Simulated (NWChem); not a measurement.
System: SiH$_{2}$ClF; SMILES [SiH2](Cl)F

All runs: NWChem. Pople sets run with spherical d functions. The geometry was optimised at B3LYP/6-31G* (spherical d). Level M06-2X/6-31G*: energy and gradient on several grids; changes count from the extra-fine grid, which is no exact limit either.

```json
[
 {"grid": "xcoarse", "size of the energy change (μHa)": "20000", "largest change of a gradient component (μHa/bohr)": "7000"},
 {"grid": "coarse", "size of the energy change (μHa)": "200", "largest change of a gradient component (μHa/bohr)": "400"},
 {"grid": "medium", "size of the energy change (μHa)": "< 10", "largest change of a gradient component (μHa/bohr)": "50"},
 {"grid": "fine", "size of the energy change (μHa)": "< 10", "largest change of a gradient component (μHa/bohr)": "90"},
 {"grid": "xfine", "size of the energy change (μHa)": "< 10", "largest change of a gradient component (μHa/bohr)": "< 30"}
]
```
